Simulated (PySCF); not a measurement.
A run that did not reach its result, on `F[C@@H]1C(Cl)=C[C@H]2C[C@@H]12` (driver script around PySCF, density fitting, GFN2-xTB geometry as the base; each input is a line of settings and coordinates in Å).

Command:
```bash
OMP_NUM_THREADS=1 python probes_run.py task.json out
```
Input:
```
{"job": {"kind": "uv", "xc": "OPBE", "basis": "def2-SVPD", "nstates": 12, "ntriplets": 2, "tda": false, "grid": 0, "scf": {"max_cycle": 55}}, "charge": 0, "multiplicity": 3}
F      1.285629     2.118855    -0.005984
C      0.792422     0.924093     0.480800
C      1.418225    -0.259520    -0.222951
Cl     3.090263    -0.581524    -0.050902
C      0.533736    -0.970475    -0.919207
C     -0.828376    -0.419910    -0.755181
C     -1.355138    -0.449507     0.658133
C     -0.680649     0.781843     0.148943
H      1.005178     0.934173     1.557114
H      0.749494    -1.841841    -1.509548
H     -1.518014    -0.462049    -1.583146
H     -2.425259    -0.412584     0.795216
H     -0.835244    -1.058193     1.382391
H     -1.232946     1.696165     0.002155
```

Output:
```
NotImplementedError: this response code serves closed shells only; the SCF ended at -791.50724745 Eh with <S^2> = 2.0061
```

The run took 20 s wall on one thread of an Arm Neoverse V1, shared host with 32 logical CPUs at a one-minute load of 16, and the process peaked at 0.42 GiB of memory.

Problem. What went wrong, and what mends it?

Solution. Multiplicity 3 makes an open shell, and the driver's response routines handle closed shells alone; the run stopped after the SCF. Use an unrestricted response code, or restore the closed-shell charge and spin. The SCF energy in the message belongs to the altered spin state, and the message doesn't say whether it converged.
